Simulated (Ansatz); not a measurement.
The cluster ZrAl6⁺, relaxed as a doublet with UKS B3LYP-D4/def2-SVP in Ansatz, starting from the GFN2-xTB geometry. Force threshold 0.02 eV/Å.

In the def2 sets Zr takes a core potential; there is no spin–orbit coupling. The structure comes from a short search, and lower isomers may exist.

Start:

Cartesian coordinates in Å:
```
Zr -2.8700 1.1601 -0.7005
Al -1.6041 -0.5958 1.2731
Al 1.9886 0.8006 -0.5781
Al -0.2209 1.6324 0.7193
Al -0.3243 -0.4591 -1.1282
Al 1.9786 -1.8540 -0.9184
Al 1.0521 -0.6843 1.3329
```

| step | energy (eV) | largest force component (eV/Å) | SCF passes |
| --- | --- | --- | --- |
| 1 | -40843.1823 | 1.941 | 118 |
| 2 | -40843.8169 | 1.142 | 59 |
| 3 | -40844.0550 | 0.755 | 64 |
| 4 | -40844.1166 | 0.260 | 60 |
| 5 | -40844.1441 | 0.126 | 51 |
| 6 | -40844.1512 | 0.067 | 50 |
| 7 | -40844.2556 | 0.320 | 76 |
| 8 | -40844.3997 | 0.386 | 50 |
| 9 | -40844.5465 | 0.236 | 54 |
| 10 | -40844.6268 | 0.271 | 74 |
| 11 | -40844.6431 | 0.090 | 53 |
| 12 | -40844.6450 | 0.082 | 47 |
| 13 (rejected) | -40844.6443 | 0.168 | 46 |
| 14 | -40844.6488 | 0.030 | 45 |
| 15 | -40844.6534 | 0.162 | 45 |
| 16 | -40844.6579 | 0.354 | 39 |
| 17 | -40844.6713 | 0.446 | 44 |
| 18 | -40844.7208 | 0.564 | 49 |
| 19 | -40844.7831 | 0.670 | 46 |
| 20 | -40844.9170 | 0.553 | 45 |
| 21 | -40845.0415 | 0.247 | 45 |
| 22 | -40845.1063 | 0.301 | 44 |
| 23 | -40845.1458 | 0.208 | 44 |
| 24 | -40845.1930 | 0.100 | 44 |
| 25 | -40845.2160 | 0.104 | 43 |
| 26 | -40845.2227 | 0.088 | 40 |
| 27 | -40845.2235 | 0.071 | 32 |
| 28 (rejected) | -40845.2235 | 0.150 | 35 |
| 29 | -40845.2255 | 0.016 | 30 |

Force components are those of the run's own axes.

End:

Cartesian coordinates in Å:
```
Zr -1.6997 1.3999 -0.8643
Al -1.5781 -0.9839 0.5539
Al 1.0742 1.4125 -0.8075
Al -0.3704 1.1075 1.5546
Al -0.1269 -0.6839 -1.8036
Al 0.7558 -2.1569 0.1968
Al 1.9450 -0.0951 1.1702
```

Bonds lost: Al2–Al7, Al3–Al6, Al4–Al5, Al5–Al7 (atoms count from 1). Bonds formed: Zr1–Al3, Al2–Al6 (atoms count from 1). The end is the same structure that another start reached, the lowest one found.

No frequencies were taken in this run, so the end may be a saddle point.

Run time 4.1 min (4 threads of Arm Neoverse V2 on a shared host), peak host memory 0.61 GiB.
